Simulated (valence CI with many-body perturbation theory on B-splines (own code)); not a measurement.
The numbers below are computed, except where a source is named.
**Sensitivity of CI+MBPT for W68+**

Level of theory: configuration interaction combined with many-body perturbation theory (CI+MBPT): four valence electrons over a frozen Dirac-Fock core [He], radial functions for each j: 6 s, 6 p, 5 d, 3 f, 1 g, with the one-electron correlation potential Σ1 (screened to all orders), the two-electron term Σ2, the three-electron term Σ3, Breit, model QED; selected single and double excitations, second order for the rest (own B-spline code, finite nucleus).

No measured spectrum was set against this ion. As an estimate, large intervals hold to a few tenths of a per cent, small ones and those within an open d or f shell to about a per cent.

The reference run has the lowest level (2s^2 2p1/2^2) J=0 and an ionisation energy of 18419.4 eV. Its largest variational space holds 7605 state functions.

Levels are named by their leading jj configuration (3d3/2^4 stands for four electrons in 3d with j = 3/2), which in mixed levels can hold well under half, so a name can repeat and another be missing. Letters in brackets count levels of one name in rising energy.

| Level | Reference (cm⁻¹) | Shift (cm⁻¹) |
| --- | --- | --- |
| (2s^2 2p1/2 2p3/2) J=1 | 11383700 | -2264 |
| (2s^2 2p1/2 2p3/2) J=2 | 11530900 | -2058 |
| (2s 2p1/2^2 2p3/2) J=2 | 13820600 | +1222 |
| (2s 2p1/2^2 2p3/2) J=1 | 14531700 | +1970 |
| (2s^2 2p3/2^2) J=2 | 23109300 | -4034 |
| (2s^2 2p3/2^2) J=0 | 23617300 | -3270 |
| (2s 2p1/2 2p3/2^2) J=2 [a] | 24972500 | -1265 |
| (2s 2p1/2 2p3/2^2) J=3 | 25332000 | -887 |
| (2s 2p1/2 2p3/2^2) J=0 | 25839800 | -209 |
| (2s 2p1/2 2p3/2^2) J=1 [a] | 26023600 | -337 |
| (2s 2p1/2 2p3/2^2) J=2 [b] | 26097500 | -333 |
| (2s 2p1/2 2p3/2^2) J=1 [b] | 26133200 | +95 |

The ionisation energy moves by -0.7 eV.

Task: Which of these changes was made?
A. scale of Σ1 1 → 0; highest l with Σ1, explicit Σ2 and valence Breit (higher l get mean screening factors) 3 → 1
B. factor on the speed of light 1 → 1.1
C. correlating orbitals by l 3 3 3 2 1 → 3 5 2 3 1; averaging of valence orbitals over low configurations on → off

Result: A. scale of Σ1 1 → 0; highest l with Σ1, explicit Σ2 and valence Breit (higher l get mean screening factors) 3 → 1.
